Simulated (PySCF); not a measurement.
dihydroxy(hydroxysilyl)silane (H₆O₃Si₂), SMILES O[SiH](O)[SiH2]O.

Coordinates come from a PBE-D3(BJ)/def2-SVP optimisation. One conformer was computed; it need not be the lowest.

Method: PySCF 2.14.0 with PBE-D3(BJ)/def2-SVP.

Frequencies are harmonic and unscaled.

Computed harmonic wavenumbers and intensities:
| mode | ν (cm⁻¹) | IR (km/mol) | moving atoms (share of kinetic energy) |
|---|---|---|---|
| 1 | 55 | 0.6 | O 71 %, H 18 %, Si 11 % |
| 2 | 142 | 23.9 | O 48 %, H 33 %, Si 18 % |
| 3 | 156 | 2.4 | O 80 %, H 18 % |
| 4 | 210 | 88.2 | H 80 %, O 13 % |
| 5 | 234 | 58.0 | H 62 %, O 26 %, Si 12 % |
| 6 | 286 | 38.4 | O 38 %, H 33 %, Si 29 % |
| 7 | 335 | 74.7 | O 52 %, Si 32 %, H 16 % |
| 8 | 416 | 3.7 | Si 68 %, H 26 % |
| 9 | 483 | 68.2 | H 70 %, Si 27 % |
| 10 | 498 | 32.1 | H 92 % |
| 11 | 680 | 26.5 | H 86 % |
| 12 | 694 | 159.9 | H 94 % |
| 13 | 745 | 153.7 | H 84 %, O 10 % |
| 14 | 778 | 49.3 | O 58 %, H 25 %, Si 17 % |
| 15 | 789 | 118.7 | O 60 %, Si 24 %, H 16 % |
| 16 | 819 | 84.1 | H 79 %, O 11 %, Si 10 % |
| 17 | 854 | 96.6 | H 57 %, O 31 %, Si 11 % |
| 18 | 904 | 69.5 | H 59 %, Si 24 %, O 17 % |
| 19 | 926 | 142.6 | H 48 %, Si 32 %, O 21 % |
| 20 | 934 | 88.5 | H 88 %, Si 9 % |
| 21 | 1013 | 208.3 | H 88 % |
| 22 | 2121 | 114.7 | H 97 % |
| 23 | 2137 | 126.8 | H 96 % |
| 24 | 2162 | 158.4 | H 97 % |
| 25 | 3607 | 134.0 | H 94 % |
| 26 | 3743 | 63.9 | H 94 % |
| 27 | 3757 | 75.7 | H 94 % |
